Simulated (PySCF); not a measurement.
CH₆AlFOSi. Atoms are numbered in the order given.

```xyz
11

Al    -0.3252     0.0707    -0.0258
F     -1.9528     0.3281    -0.3056
O      0.4916    -1.0678    -0.9660
C      0.2996    -1.9768    -2.0121
H      0.5572    -3.0000    -1.6850
H     -0.7435    -1.9895    -2.3785
H      0.9559    -1.7266    -2.8648
Si     0.8554     1.3184     1.6883
H      0.9981     2.7509     1.2844
H      2.2201     0.7565     1.9116
H      0.1089     1.2830     2.9822
```
Charge 0, spin multiplicity 1.

Geometry: B3LYP-D3(BJ)/def2-SVP. The structure was generated by enumeration; whether it is a known compound was not checked. One conformer was computed; it need not be the lowest.

Method: TDA-ωB97X/def2-SVPD in PySCF.

Vertical excitations. Isolated molecule, no solvent.

```json
[
 {"state": "S1", "energy (eV)": "6.55", "λ (nm)": "189", "f": "0.091", "main pairs": "HOMO→LUMO 90 %"},
 {"state": "S2", "energy (eV)": "6.93", "λ (nm)": "179", "f": "0.002", "main pairs": "HOMO−2→LUMO 91 %"},
 {"state": "S3", "energy (eV)": "7.17", "λ (nm)": "173", "f": "0.015", "main pairs": "HOMO−1→LUMO 65 %, HOMO−2→LUMO+1 18 %"},
 {"state": "S4", "energy (eV)": "7.35", "λ (nm)": "169", "f": "0.043", "main pairs": "HOMO−1→LUMO+1 73 %"},
 {"state": "S5", "energy (eV)": "7.39", "λ (nm)": "168", "f": "0.268", "main pairs": "HOMO→LUMO+1 55 %, HOMO→LUMO+2 15 %, HOMO−2→LUMO+1 13 %"},
 {"state": "S6", "energy (eV)": "7.49", "λ (nm)": "166", "f": "0.235", "main pairs": "HOMO→LUMO+2 25 %, HOMO→LUMO+1 24 %, HOMO−2→LUMO+1 22 %, HOMO−1→LUMO 14 %"},
 {"state": "S7", "energy (eV)": "7.65", "λ (nm)": "162", "f": "0.129", "main pairs": "HOMO→LUMO+2 46 %, HOMO−2→LUMO+1 24 %, HOMO−1→LUMO 12 %"},
 {"state": "S8", "energy (eV)": "8.19", "λ (nm)": "151", "f": "0.007", "main pairs": "HOMO−3→LUMO 83 %"},
 {"state": "S9", "energy (eV)": "8.50", "λ (nm)": "146", "f": "0.015", "main pairs": "HOMO−4→LUMO 63 %, HOMO→LUMO+4 20 %"},
 {"state": "S10", "energy (eV)": "8.58", "λ (nm)": "144", "f": "0.001", "main pairs": "HOMO−1→LUMO+2 75 %"},
 {"state": "T1", "energy (eV)": "5.31", "λ (nm)": "234", "f": "0", "main pairs": "HOMO→LUMO 94 %"},
 {"state": "T2", "energy (eV)": "6.47", "λ (nm)": "192", "f": "0", "main pairs": "HOMO→LUMO+2 75 %"},
 {"state": "T3", "energy (eV)": "6.52", "λ (nm)": "190", "f": "0", "main pairs": "HOMO→LUMO+1 62 %, HOMO→LUMO+2 15 %"},
 {"state": "T4", "energy (eV)": "6.59", "λ (nm)": "188", "f": "0", "main pairs": "HOMO−1→LUMO 89 %"}
]
```
Triplets are in the Tamm–Dancoff approximation.
